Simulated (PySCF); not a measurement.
# Trend along the fourth-period p block: MBr molecules

PBE0 with triple-zeta basis sets in PySCF, for the lowest determinant that a PBE0 search found; no spin–orbit coupling. De refers to high-spin ground-configuration atoms. A positive dipole means M(−)Br(+).

| M | basis | state (unpaired electrons) | Re (Å) | ωe (cm⁻¹) | De (eV) | μ (D) |
| --- | --- | --- | --- | --- | --- | --- |
| Ga | def2-TZVPP | singlet (closed shell) | 2.374 | 265 | 4.39 | -2.49 |
| Ge | def2-TZVPP | doublet (π ↑) | 2.327 | 296 | 3.71 | -1.56 |
| As | def2-TZVPPD | triplet (π ↑↑) | 2.296 | 317 | 2.89 | -1.01 |
| Se | def2-TZVPP | doublet (π ↑) | 2.265 | 334 | 2.56 | -0.22 |
| Br | def2-TZVPP | singlet (closed shell) | 2.281 | 336 | 2.26 | n/a |

The shortest bond is that of SeBr (2.265 Å), the longest that of GaBr (2.374 Å). GaBr is bound most strongly (4.39 eV) and Br2 least (2.26 eV).

The rows differ in basis set, which adds steps of its own.

The state changes along the series, so neighbouring rows are not always alike in their bonding.

States were picked by a PBE0 search and need not be the measured ground states.
